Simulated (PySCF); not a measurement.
A survey of ¹⁹F NMR shifts

No relativistic terms, one computed conformer, fast rotation and ring inversion assumed for equivalent nuclei, isolated molecule. Coordinates at the GFN2-xTB level; NMR shieldings at PBE0/pcSseg-1/GIAO; PySCF 2.14.

Shieldings were converted by a linear fit to measured shifts: ¹⁹F (scatter 6.0 ppm rms, 7.0 ppm with the 5 outliers that the fit left out vs CFCl3, solution or neat liquid, with a term for F on sp3 carbon). A few per cent of atoms miss by over 2 rms, more outside the fitted compound classes.

Question: Give the ¹⁹F shifts of `FC(F)=C(F)c1ncno1`, `C=C(C)c1ccc(F)o1`.

Answer: 
| compound | environment | δ (ppm) |
| --- | --- | --- |
| [F:1][C:2]([F:3])=[C:4]([F:5])[c:6]1[n:7][cH:8][n:9][o:10]1 | F3: vinylic fluorine | -84.9 |
| [F:1][C:2]([F:3])=[C:4]([F:5])[c:6]1[n:7][cH:8][n:9][o:10]1 | F1: vinylic fluorine | -86.3 |
| [F:1][C:2]([F:3])=[C:4]([F:5])[c:6]1[n:7][cH:8][n:9][o:10]1 | F5: vinylic fluorine | -201.3 |
| C=C(C)c1ccc(F)o1 | aryl fluorine | -114.0 |

Question: Order these by ¹⁹F shift, lowest first.
A. OCc1ccccc1F
B. C[C@@H](F)[SiH2][Si@H]([SiH3])Cl
C. CC[SiH2][C@H](F)[SiH2]CCl

Answer: C (-271.7 ppm, fluorine on an sp3 carbon), B (-198.6 ppm, fluorine on an sp3 carbon), A (-121.8 ppm, aryl fluorine).
